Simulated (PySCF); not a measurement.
Isomers of C2H8F3NSi2, one GFN2-xTB conformer each. Single-point energies are computed at PBE0/pcSseg-1 (PySCF, gas phase, no added dispersion term), electronic only.

Problem. Rank them by PBE0/pcSseg-1 energy, lowest first (kJ/mol).
A. `[F:1][C:2]([F:3])([F:4])[CH2:5][N:6]([SiH3:7])[SiH3:8]` with C2–C5–N6–Si7 -82°
B. `[CH3:1][Si@@H:2]([NH:3][SiH3:4])[C:5]([F:6])([F:7])[F:8]` with C1–Si2–N3–Si4 -62°
C. `[CH3:1][SiH2:2][Si@H:3]([NH2:4])[C:5]([F:6])([F:7])[F:8]` with C1–Si2–Si3–N4 49°, Si2–Si3–N4–H 61° and -153°

Solution. B (0.0), C (48.2), A (71.4).

As drawn, the lowest has an N–H bond and an Si–C bond, which the highest lacks. GFN2-xTB itself gives, in the same order: 47.0, 160.6, 0.0. GFN2-xTB puts FC(F)(F)CN([SiH3])[SiH3] lowest instead; measured from each level's own lowest isomer, the values differ by up to 112.4 kJ/mol (C[SiH2][Si@H](N)C(F)(F)F: 160.6 against 48.2).

Problem. Which frontier levels, dipoles and rotational constants go with these structures?

Solution. 
| SMILES | HOMO (eV, PBE0/pcSseg-1) | LUMO (eV) | dipole (D) | A, B, C (MHz) |
| --- | --- | --- | --- | --- |
| C[Si@@H](N[SiH3])C(F)(F)F | -7.74 | -0.04 | 2.72 | 2348, 772.7, 674.7 |
| C[SiH2][Si@H](N)C(F)(F)F | -7.65 | -0.41 | 3.16 | 1910, 925.4, 825.2 |
| FC(F)(F)CN([SiH3])[SiH3] | -7.48 | -0.01 | 1.75 | 1958, 1056, 814.4 |
